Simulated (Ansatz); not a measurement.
Computed with Ansatz on PBE0-D4/def2-TZVP structures; ΔE is electronic, products minus reactants. CCSD(T)/CBS adds triple-zeta CCSD(T) − MP2 to the extrapolated MP2 energy (def2 sets, frozen cores). This one scheme is used for every species. One conformer a species, not always the lowest.

Consider the cleavage of the Si–Al bond: `[OH][Al]([Cl])[SiH2]Cl` + `S[SiH](Cl)Cl` → `Cl[SiH2]S[SiH](Cl)Cl` + `[OH][AlH][Cl]`.

| species | CCSD(T)/CBS(def2) energy (Eh) |
| --- | --- |
| `[OH][Al]([Cl])[SiH2]Cl` | -1527.81073 |
| `S[SiH](Cl)Cl` | -1607.74509 |
| `Cl[SiH2]S[SiH](Cl)Cl` | -2357.28421 |
| `[OH][AlH][Cl]` | -778.29577 |

Problem. Work out ΔE.

Solution. ΔE = (-2357.28421) + (-778.29577) − (-1527.81073) − (-1607.74509) = -0.02416 Eh = -63.4 kJ/mol.

Largest T1 diagnostic among the species: 0.011.

The D4 term adds −12.4 kJ/mol with B3LYP and −6.8 kJ/mol with PBE0; it sums over pairs of atoms, weighted by their polarisabilities, and B3LYP, whose exchange is more repulsive, gets the larger term. From PBE to PBE0 (25 % exact exchange), in def2-TZVPP and without D4, ΔE moves by −3.8 kJ/mol.

B3LYP here is the variant with VWN-RPA as its local correlation; programs differ in this.
